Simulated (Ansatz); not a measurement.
NbBr₂, SMILES [Br][Nb][Br] (connectivity only; charge and spin as stated), neutral, multiplicity 4.

Geometry: B3LYP-D3(BJ)/def2-SVP. The spin state was assumed, not searched. The def2 effective core potentials stand for the cores of Nb; spin–orbit coupling is left out.

Two levels are set side by side: PBE/def2-TZVPD (Ansatz, a quantum-chemistry and plane-wave program) and PBE0/def2-TZVPD (Ansatz). Energy differences of separate SCF runs at the same geometry; the states with an electron removed or added have multiplicity 3 and 5. Differences are taken from unrounded values.

```tsv
quantity	PBE
vertical ionisation energy (eV)	8.12
vertical electron affinity (eV)	1.38
```

### Question
These are the PBE values. What does PBE0 give? (Estimate from the structure and the level; the computed values follow.)

### Answer

```
quantity                         PBE0  PBE minus PBE0
-------------------------------  ----  --------------
vertical ionisation energy (eV)  8.35           -0.23
vertical electron affinity (eV)  1.49           -0.11
```
